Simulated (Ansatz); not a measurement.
Nudged elastic band run: GeH₄O₂Si

The input (input.yaml):

```yaml
crystal:
  periodic: [false, false, false]
  atoms:
    - { symbol: O, position_ang: [-1.012548, 1.859979, -0.662373] }
    - { symbol: Ge, position_ang: [0.00853, 0.869521, 0.391958] }
    - { symbol: O, position_ang: [1.193721, -0.208035, -0.593903] }
    - { symbol: Si, position_ang: [0.295757, -1.377274, 0.218773] }
    - { symbol: H, position_ang: [-1.566373, 1.340629, -1.255651] }
    - { symbol: H, position_ang: [0.774056, 1.899077, 1.225639] }
    - { symbol: H, position_ang: [1.007282, -2.213034, 1.228352] }
    - { symbol: H, position_ang: [-0.608424, -2.228062, -0.608597] }
basis:
  gaussian: { orbitals: def2-SVP }
hamiltonian:
  xc: pbe0
neb:
  order_check: false
  images: 9
  f_tol: 0.05
  max_iterations: 60
  final_atoms:
    - { symbol: O, position_ang: [-0.69609943, 1.68537042, -0.47592088] }
    - { symbol: Ge, position_ang: [0.15155172, 0.87130947, 1.50630484] }
    - { symbol: O, position_ang: [1.33929492, 0.07108484, 0.27658972] }
    - { symbol: Si, position_ang: [0.21948503, -1.21705683, 0.40811163] }
    - { symbol: H, position_ang: [-1.41928506, 1.14550716, -0.82323972] }
    - { symbol: H, position_ang: [0.1018679, 1.35584868, -0.92983248] }
    - { symbol: H, position_ang: [0.83714446, -2.48627177, 0.89814401] }
    - { symbol: H, position_ang: [-0.44195856, -1.48299099, -0.91595913] }
  initial_path:
    images:
      - { positions_ang: [[-1.012548, 1.859979, -0.662373], [0.00853, 0.869521, 0.391958], [1.193721, -0.208035, -0.593903], [0.295757, -1.377274, 0.218773], [-1.566373, 1.340629, -1.255651], [0.774056, 1.899077, 1.225639], [1.007282, -2.213034, 1.228352], [-0.608424, -2.228062, -0.608597]] }
      - { positions_ang: [[-0.94803307, 1.83647425, -0.63219774], [0.05249676, 0.85854336, 0.43887156], [1.21555521, -0.21767297, -0.53934777], [0.29750604, -1.39079291, 0.21608776], [-1.55914446, 1.31830419, -1.14984634], [0.66144657, 1.92911228, 1.04637912], [0.97483989, -2.23157979, 1.23330769], [-0.60266594, -2.15958741, -0.66905628]] }
      - { positions_ang: [[-0.88351814, 1.8129695, -0.60202249], [0.09646353, 0.84756572, 0.48578513], [1.23738943, -0.22731094, -0.48479253], [0.29925508, -1.40431182, 0.21340251], [-1.55191593, 1.29597938, -1.04404167], [0.54883714, 1.95914756, 0.86711923], [0.94239778, -2.25012558, 1.23826338], [-0.59690789, -2.09111282, -0.72951555]] }
      - { positions_ang: [[-0.8190032, 1.78946475, -0.57184723], [0.14043029, 0.83658809, 0.53269869], [1.25922364, -0.23694891, -0.4302373], [0.30100413, -1.41783073, 0.21071727], [-1.54468739, 1.27365456, -0.93823701], [0.4362277, 1.98918284, 0.68785935], [0.90995567, -2.26867137, 1.24321907], [-0.59114983, -2.02263823, -0.78997483]] }
      - { positions_ang: [[-0.75448827, 1.76595999, -0.54167198], [0.18439705, 0.82561045, 0.57961225], [1.28105785, -0.24658688, -0.37568206], [0.30275317, -1.43134964, 0.20803202], [-1.53745886, 1.25132975, -0.83243234], [0.32361827, 2.01921812, 0.50859947], [0.87751357, -2.28721716, 1.24817475], [-0.58539178, -1.95416364, -0.85043411]] }
      - { positions_ang: [[-0.68997334, 1.74245524, -0.51149672], [0.22836382, 0.81463281, 0.62652582], [1.30289206, -0.25622485, -0.32112683], [0.30450221, -1.44486855, 0.20534678], [-1.53023032, 1.22900494, -0.72662768], [0.21100884, 2.0492534, 0.32933958], [0.84507146, -2.30576295, 1.25313044], [-0.57963372, -1.88568905, -0.91089339]] }
      - { positions_ang: [[-0.69119856, 1.73103828, -0.50438155], [0.2130014, 0.82596814, 0.80248162], [1.31017264, -0.19076291, -0.20158352], [0.28749878, -1.3993062, 0.24589975], [-1.50804127, 1.21230538, -0.74595008], [0.18918065, 1.91057245, 0.07750517], [0.84348606, -2.34186471, 1.18213316], [-0.55209869, -1.80514944, -0.91190654]] }
      - { positions_ang: [[-0.69242377, 1.71962131, -0.49726639], [0.19763898, 0.83730347, 0.97843743], [1.31745321, -0.12530097, -0.08204021], [0.27049534, -1.35374386, 0.28645272], [-1.48585221, 1.19560583, -0.76527249], [0.16735246, 1.77189151, -0.17432924], [0.84190066, -2.37796647, 1.11113587], [-0.52456366, -1.72460983, -0.91291968]] }
      - { positions_ang: [[-0.69364899, 1.70820435, -0.49015122], [0.18227656, 0.8486388, 1.15439323], [1.32473378, -0.05983903, 0.0375031], [0.2534919, -1.30818152, 0.32700569], [-1.46366316, 1.17890627, -0.7845949], [0.14552428, 1.63321057, -0.42616365], [0.84031526, -2.41406824, 1.04013858], [-0.49702863, -1.64407021, -0.91393283]] }
      - { positions_ang: [[-0.69487421, 1.69678739, -0.48303605], [0.16691414, 0.85997414, 1.33034904], [1.33201435, 0.00562291, 0.15704641], [0.23648847, -1.26261917, 0.36755866], [-1.44147411, 1.16220672, -0.80391731], [0.12369609, 1.49452963, -0.67799807], [0.83872986, -2.45017, 0.9691413], [-0.46949359, -1.5635306, -0.91494598]] }
      - { positions_ang: [[-0.69609943, 1.68537042, -0.47592088], [0.15155172, 0.87130947, 1.50630484], [1.33929492, 0.07108484, 0.27658972], [0.21948503, -1.21705683, 0.40811163], [-1.41928506, 1.14550716, -0.82323972], [0.1018679, 1.35584868, -0.92983248], [0.83714446, -2.48627177, 0.89814401], [-0.44195856, -1.48299099, -0.91595913]] }
```

Run as:

```bash
$ ansatz run input.yaml --threads 2 --pin off --max-ram 3072MiB --backend cpu --events-out ev --progress --plain --runs-dir out
```

Output, in part (warnings, iteration lines, the closing report on the highest movable image, with atoms numbered from 0):

```
NEB end point (image 0): max|allowed force component| = 4.935e-3 eV/Å (the criterion of neb.relax_end_points is 1.000e-2)
NEB end point (image 10): max|allowed force component| = 1.447e-2 eV/Å (the criterion of neb.relax_end_points is 1.000e-2)
NEB iter   1: max|band force component| = 1.246e1 eV/Å  barrier→ = 4.8727 eV  barrier← = 4.6791 eV  Δτ_max = 0.1989 Å  (291 SCF iters)
NEB iter   2: max|band force component| = 4.475e0 eV/Å  barrier→ = 3.3230 eV  barrier← = 3.1294 eV  Δτ_max = 0.2000 Å  (281 SCF iters)
NEB iter   3: max|band force component| = 1.876e0 eV/Å  barrier→ = 2.6795 eV  barrier← = 2.4859 eV  Δτ_max = 0.2000 Å  (276 SCF iters)
NEB iter   4: max|band force component| = 1.574e0 eV/Å  barrier→ = 2.5122 eV  barrier← = 2.3186 eV  Δτ_max = 0.2000 Å  (270 SCF iters)
NEB iter   5: max|band force component| = 1.453e0 eV/Å  barrier→ = 2.3430 eV  barrier← = 2.1494 eV  Δτ_max = 0.2000 Å  (271 SCF iters)
NEB iter   6: max|band force component| = 1.708e0 eV/Å  barrier→ = 2.3136 eV  barrier← = 2.1200 eV  Δτ_max = 0.1013 Å  (266 SCF iters)
NEB iter   7: max|band force component| = 1.650e0 eV/Å  barrier→ = 2.1656 eV  barrier← = 1.9720 eV  Δτ_max = 0.1008 Å  (260 SCF iters)
NEB iter   8: max|band force component| = 1.225e0 eV/Å  barrier→ = 1.9531 eV  barrier← = 1.7595 eV  Δτ_max = 0.1004 Å  (250 SCF iters)
NEB iter   9: max|band force component| = 5.249e-1 eV/Å  barrier→ = 1.9534 eV  barrier← = 1.7598 eV  Δτ_max = 0.1995 Å  (254 SCF iters)
NEB iter  10: max|band force component| = 3.140e0 eV/Å  barrier→ = 2.1815 eV  barrier← = 1.9879 eV  Δτ_max = 0.1013 Å  (268 SCF iters)
NEB iter  11: max|band force component| = 1.693e0 eV/Å  barrier→ = 2.1778 eV  barrier← = 1.9842 eV  Δτ_max = 0.1003 Å  (256 SCF iters)
NEB iter  12: max|band force component| = 7.292e-1 eV/Å  barrier→ = 2.0207 eV  barrier← = 1.8271 eV  Δτ_max = 0.2000 Å  (252 SCF iters)
NEB iter  13: max|band force component| = 2.063e0 eV/Å  barrier→ = 1.6752 eV  barrier← = 1.4816 eV  CI = image 4  Δτ_max = 0.1991 Å  (257 SCF iters)
NEB iter  14: max|band force component| = 4.964e-1 eV/Å  barrier→ = 2.1862 eV  barrier← = 1.9926 eV  CI = image 4  Δτ_max = 0.0810 Å  (245 SCF iters)
NEB iter  15: max|band force component| = 3.238e-1 eV/Å  barrier→ = 2.1678 eV  barrier← = 1.9742 eV  CI = image 4  Δτ_max = 0.0450 Å  (237 SCF iters)
NEB iter  16: max|band force component| = 7.140e-2 eV/Å  barrier→ = 2.1615 eV  barrier← = 1.9680 eV  CI = image 4  Δτ_max = 0.0572 Å  (241 SCF iters)
NEB iter  17: max|band force component| = 7.604e-2 eV/Å  barrier→ = 2.1592 eV  barrier← = 1.9656 eV  CI = image 4  Δτ_max = 0.0287 Å  (242 SCF iters)
NEB iter  18: max|band force component| = 4.273e-2 eV/Å  barrier→ = 2.1583 eV  barrier← = 1.9647 eV  CI = image 4  Δτ_max = 0.0000 Å  (487 SCF iters)
Total energy: -68525.74533854 eV, -2518.2746927729 hartree
Atom 0 at    -1.042537     1.771703    -0.340344 Å, force     0.018861    -0.004629     0.010643 eV/Å
Atom 1 at     0.187555     0.741263     0.825619 Å, force    -0.002569     0.047450    -0.013710 eV/Å
Atom 2 at     1.092537    -0.276106    -0.500108 Å, force    -0.010739    -0.016734     0.028811 eV/Å
Atom 3 at     0.271374    -1.505949     0.288339 Å, force     0.012308     0.004917    -0.026343 eV/Å
Atom 4 at    -0.823812     1.586160    -1.268699 Å, force    -0.011026     0.005476    -0.011267 eV/Å
Atom 5 at     0.140843     2.290526     0.368427 Å, force    -0.003553    -0.032375     0.009203 eV/Å
Atom 6 at     1.091766    -2.495181     1.041786 Å, force     0.006166     0.002258     0.002550 eV/Å
Atom 7 at    -0.825726    -2.169616    -0.470822 Å, force    -0.009448    -0.006363     0.000113 eV/Å
Dipole moment:    -0.034668    -0.177133     0.063056 e Å
```

The forces met the threshold. The profile has 2 maxima (images 4, 8) with wells between them (image 7): this band takes more than one step, which may be the mechanism or a detour left from its start path. Neighbouring images differ by up to 1.6 eV, so the band resolves the path poorly. A vibrational analysis at the climbing image gives one clearly imaginary mode, 1374i cm⁻¹: a first-order saddle point. The orbitals stay closed-shell, which can raise the energy where a bond breaks towards radicals; this wasn't checked here.

Final band (atoms are numbered from 1 in the order of the input):

```
image  path coordinate (Å)  energy (eV)  Ge2–H6 (Å)  O1–H6 (Å)
    0                 0.00         0.00        1.53       2.60
    1                 0.57         0.05        1.53       2.63
    2                 1.14         0.15        1.54       2.61
    3                 1.71         0.95        1.53       2.11
    4                 2.28         2.16        1.62       1.47
    5                 2.98         0.54        2.22       0.98
    6                 3.68         0.27        2.67       0.97
    7                 4.38         0.24        2.80       0.97
    8                 5.09         0.26        2.75       0.97
    9                 5.79         0.23        2.68       0.97
   10                 6.49         0.19        2.48       0.98
```

Time of the run: 5 min on 2 threads of Arm Neoverse V2, with other jobs on the host, peak memory 0.21 GiB.
